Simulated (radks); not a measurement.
The numbers below are computed, except where a source is named.
These are the eigenvalues of the occupied orbitals of an atom or ion with whole-number occupations (eV). Level of theory: Dirac Kohn-Sham, PBE, spin-unpolarised, spherical densities, finite nucleus; Fermi nuclear charge, rms radius of each element as measured or else 0.836 A^(1/3) + 0.57 fm (a radial shooting solver on a logarithmic mesh with Libxc functionals).

orbital  eigenvalue
1s1/2     -45097.57
2s1/2     -7431.998
2p1/2     -7044.753
2p3/2     -6484.535
3s1/2     -1717.240
3p1/2     -1551.153
3p3/2     -1438.485
3d3/2     -1149.723
3d5/2     -1125.313
4s1/2     -437.6413
4p1/2     -374.2019
4p3/2     -349.2237
4d3/2     -244.5042
4d5/2     -239.9787
5s1/2     -145.5282
5p1/2     -125.2584
4f5/2     -117.3786

Which element is it, and in what charge state? The configuration may be excited. Open shells, if any, fill j = l - 1/2 first.

Answer. Z = 61, promethium, charge +8: Pm8+ in [Kr] 4d10 4f3 5s2 5p2. The list shows which subshells hold electrons but not how many an open one holds; the 1s level, -1657.3 hartree, gives Z - s = 57.6 by -(Z - s)^2/2, which with screening and relativity narrows Z to a few neighbours, and the depths of the outer levels then fix element, charge and occupations together.
